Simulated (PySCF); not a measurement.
BrCl, SMILES ClBr.

Geometry: B3LYP-D3(BJ)/def2-TZVP.

Two levels are set side by side: TDDFT-PBE/def2-TZVPD (PySCF) and ADC(2)/aug-cc-pVDZ (PySCF). Vertical, same geometry; the bases differ. Differences are taken from unrounded values.

```tsv
quantity	ADC(2)
lowest singlet excitation (eV)	3.33
```

### Question
What does TDDFT-PBE give, and how far is it from ADC(2)? (The exact figures need the calculation; the answer reports its results.)

### Answer

```tsv
quantity	TDDFT-PBE	TDDFT-PBE minus ADC(2)
lowest singlet excitation (eV)	2.87	-0.46
```

Functionals without exact exchange tend to place singlet excitations lower, as here. Differences between two approximate levels are no errors against the true value.

Rough cost on one machine, each run with all the roots and properties that it gave: ADC(2) against TDDFT-PBE about 4 times.
